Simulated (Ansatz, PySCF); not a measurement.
Complex: HCl (SMILES Cl) (first 2 atoms) with CH6Si (SMILES C[SiH3]); geometry from B3LYP-D3(BJ)/def2-TZVP, rigid monomers moved along the line of their centres of mass till H2···H9 is 2.59 Å.
(charge 0, multiplicity 1):
```
atom    x (Å)    y (Å)    z (Å)
----  -------  -------  -------
Cl     0.0439  -0.2238  -0.1516
H     -0.3699  -0.7197   0.9629
C      0.8100   0.8520   4.2100
Si    -0.4431  -0.4597   4.6709
H      1.1336   1.4007   5.0965
H      0.3863   1.5663   3.5027
H      1.6909   0.4047   3.7467
H      0.1283  -1.4487   5.6143
H     -0.8751  -1.2092   3.4567
H     -1.6576   0.1377   5.2729
```

Interaction energies are E(AB) − E(A) − E(B) at the monomers' geometry in the complex; basis-set methods are counterpoise corrected. Rows marked so take none.

Rows in STO-3G carry no dispersion term and start afresh at each structure.

The values were computed with Ansatz (Gaussian orbitals); PySCF for STO-3G rows, the dispersion terms. Each number belongs to the level named beside it.

### Question
One of these levels gives -3.4 kJ/mol for the interaction energy. Which one is it?
A) HF/STO-3G (no counterpoise)
B) PBE0/def2-TZVPPD
C) B3LYP-D3(BJ)/def2-TZVPPD

### Answer
B, PBE0/def2-TZVPPD. The others give -1.0 (HF/STO-3G (no counterpoise)), -5.6 (B3LYP-D3(BJ)/def2-TZVPPD)

Ansatz is an electronic-structure program.
